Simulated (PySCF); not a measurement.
**Diatomic cations of K with the second period**

CCSD(T) with double-zeta basis sets in PySCF, for the lowest determinant that a PBE0 search found; no spin–orbit coupling. De refers to high-spin ground-configuration atoms (the charge goes to the atom of lower measured ionisation energy or higher electron affinity, which is not always the lowest computed limit).

```tsv
M	basis	reference, frozen orbitals	charged atom	state (unpaired electrons)	Re (Å)	ωe (cm⁻¹)	De (eV)
Li	aug-pcseg-1	UHF, 5	K+	doublet (σ ↑)	3.942	147	0.52
Be	def2-SVPD	RHF, 5	K+	singlet (closed shell)	3.688	115	0.15
B	x2c-SVPall	UHF, 6	K+	doublet (σ ↑)	3.481	129	0.30
N	6-31G(d,p)	UHF, 6	K+	quartet (σ ↑, π ↑↑)	3.199	85.5	0.10
O	def2-SVP	UHF, 6	K+	triplet (π ↑↑)	3.074	112	0.24
F	x2c-SVPall	UHF, 6	K+	doublet (π ↑)	2.942	102	0.17
```

The shortest bond is that of KF⁺ (2.942 Å), the longest that of KLi⁺ (3.942 Å).

The rows differ in basis set, which adds steps of its own.

The state changes along the series, so neighbouring rows are not always alike in their bonding.

Correlated steps freeze the inner cores (5 to 6 orbitals); shallow outer-core shells are correlated. Weak bonds: KBe⁺, KB⁺, KF⁺, KN⁺, KO⁺. Basis-set superposition, not corrected here, can be much of De in a small basis, most of all at correlated wavefunction levels. For an ion De counts to the pair picked by the measured ionisation energies or electron affinities, which need not be the lowest pair at this level. States were picked by a PBE0 search and need not be the measured ground states.
